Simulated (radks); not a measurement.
Spherical quantum dot in the effective-mass picture: electrons in a parabolic well V = omega^2 r^2 / 2 with omega = 0.209, with a point charge +1 (a donor) at the centre, all in effective atomic units (hartree* = m*/eps^2 hartree, bohr* = eps/m* bohr), one dielectric constant everywhere. Calculated with a radial shooting solver with Libxc functionals: non-relativistic Kohn-Sham, PBE, spin-polarised, spherical densities. Levels are named by radial order and angular momentum (1s, 1p, 1d, 2s, ...), and open shells are averaged over m. Results are scaled to m* = 0.052 and eps = 6.9, for which hartree* = 29.72 meV and bohr* = 7.022 nm. At N = 5 the configuration is 1s2 1p(up 3, down 0). Does electron 6 go into 2s up or 1p down or 2s down?

Answer. Into 1p down. The total energies of the other choices lie higher by 0.107 meV (2s up), 1.18 meV (2s down).
